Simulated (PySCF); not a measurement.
**What PySCF settings do for CaSe**

Base input, run as `python input.py` with PySCF 2.14:

```python
from pyscf import gto, dft
from pyscf.geomopt.geometric_solver import optimize

mol = gto.M(
    atom='Ca 0 0 0; Se 0 0 2.264',
    basis='sbkjc',
    ecp={'Ca': 'sbkjc', 'Se': 'sbkjc'},
    charge=0,
    spin=0,
    symmetry=True,
    verbose=3,
)
mf = dft.RKS(mol, xc='bhandhlyp')
mf.kernel()
g = mf.nuc_grad_method()
g.grid_response = True
mol_eq = optimize(g.as_scanner(), maxsteps=30)
print('optimised geometry (angstrom)')
print(mol_eq.tostring('raw'))
print('orbital energies (hartree):', mf.mo_energy[..., max(0, mol.nelec[1]-3):mol.nelec[0]+3].round(4))
```

Base result: E(SCF) = -9.895428 Eh, all at the start geometry; optimised bond 2.695 Å with E = -9.937219 Eh after 7 steps. The last line lists the levels of the start geometry. Stability towards an unrestricted solution was not tested.

Wall time 4.8 s on one thread of a shared host.

Each row names what differs from the base; energies in brackets are changes from the base.

| change | result |
| --- | --- |
| point-group symmetry: on → off | E(SCF) = -9.895428 Eh (+0.0000 eV), all at the start geometry; optimised bond 2.695 Å with E = -9.937219 Eh after 7 steps |
| core potential: on → off [unsound on purpose] | stops with ValueError (Not enough orbitals for (27, 27) electrons in irreps A1 E1x E1y (irrep_norb: 16)) |
| convergence threshold: default → 0.001 [unsound on purpose] | E(SCF) = -9.895329 Eh (+0.0027 eV), all at the start geometry; optimised bond 2.694 Å with E = -9.937218 Eh after 17 steps |
| spin (2S): 0 → 2; SCF type: RKS → UKS [a high spin state] | E(SCF) = -9.868623 Eh (+0.7294 eV), ⟨S²⟩ = 2.001, all at the start geometry; optimised bond 2.850 Å with E = -9.920582 Eh after 8 steps |
| length unit: angstrom → bohr [unsound on purpose] | E(SCF) = -8.140747 Eh (+47.7473 eV), all at the start geometry; optimised bond 2.695 Å with E = -9.937219 Eh after 12 steps |
| basis set: sbkjc → cc-pvdz; core potential: on → off | E(SCF) = -3079.119037 Eh, all at the start geometry; optimised bond 2.446 Å with E = -3079.129385 Eh after 5 steps |
| geometry: bond 2.264 → bond 2.422 | E(SCF) = -9.923490 Eh (-0.7636 eV), all at the start geometry; optimised bond 2.695 Å with E = -9.937219 Eh after 6 steps |
| PCM solvent, dielectric constant: none → 78.36; step after the SCF: optimize → analyze | E(SCF) = -9.965694 Eh (-1.9120 eV), μz(SCF) = -19.04 D |
| integration grid: default → 0 [unsound on purpose] | E(SCF) = -9.895306 Eh (+0.0033 eV), all at the start geometry; optimised bond 2.697 Å with E = -9.937087 Eh after 7 steps |
| charge: 0 → -1; spin (2S): 0 → 1; SCF type: RKS → UKS [another spin of the ion may lie lower] [no diffuse functions for the anion] | E(SCF) = -9.952709 Eh (-1.5587 eV), ⟨S²⟩ = 0.758, all at the start geometry; optimised bond 2.796 Å with E = -10.009044 Eh after 8 steps |
| step after the SCF: optimize → mp2; SCF type: RKS → RHF; functional: bhandhlyp → none (Hartree–Fock); frozen orbitals: default → 0 | E(SCF) = -9.689814 Eh, E(MP2) − E(SCF) = -0.05452 Eh, μz(SCF) = -11.96 D |
| geometry: bond 2.264 → bond 2.536 | E(SCF) = -9.933163 Eh (-1.0268 eV), all at the start geometry; optimised bond 2.695 Å with E = -9.937219 Eh after 5 steps |
| functional: bhandhlyp → hf,lyp | E(SCF) = -9.870311 Eh, all at the start geometry; optimised bond 2.680 Å with E = -9.910748 Eh after 7 steps |
| functional: bhandhlyp → pbe | E(SCF) = -9.961421 Eh, all at the start geometry; optimised bond 2.711 Å with E = -10.004905 Eh after 7 steps |
| basis set: sbkjc → x2c-svpall; core potential: on → off; spin-free X2C: off → on | E(SCF) = -3109.818555 Eh, all at the start geometry; optimised bond 2.438 Å with E = -3109.827992 Eh after 5 steps |
| functional: bhandhlyp → pbe0 | E(SCF) = -9.950194 Eh, all at the start geometry; optimised bond 2.700 Å with E = -9.992592 Eh after 7 steps |
| step after the SCF: optimize → gradient | E(SCF) = -9.895428 Eh (+0.0000 eV), μz(SCF) = -10.90 D, gradient on the second atom -0.1311 Eh/bohr |
| spin-free X2C: off → on [unsound on purpose] | stops with NotImplementedError |
| geometry: bond 2.264 → bond 2.332 | E(SCF) = -9.910046 Eh (-0.3978 eV), all at the start geometry; optimised bond 2.695 Å with E = -9.937219 Eh after 6 steps |

Question: Order these changes by how far they move the SCF energy from the base, largest first: (1) PCM solvent, dielectric constant: none → 78.36; step after the SCF: optimize → analyze; (2) geometry: bond 2.264 → bond 2.332; (3) geometry: bond 2.264 → bond 2.422; (4) geometry: bond 2.264 → bond 2.536.

Answer: (1) -1.9120 eV, (4) -1.0268 eV, (3) -0.7636 eV, (2) -0.3978 eV.
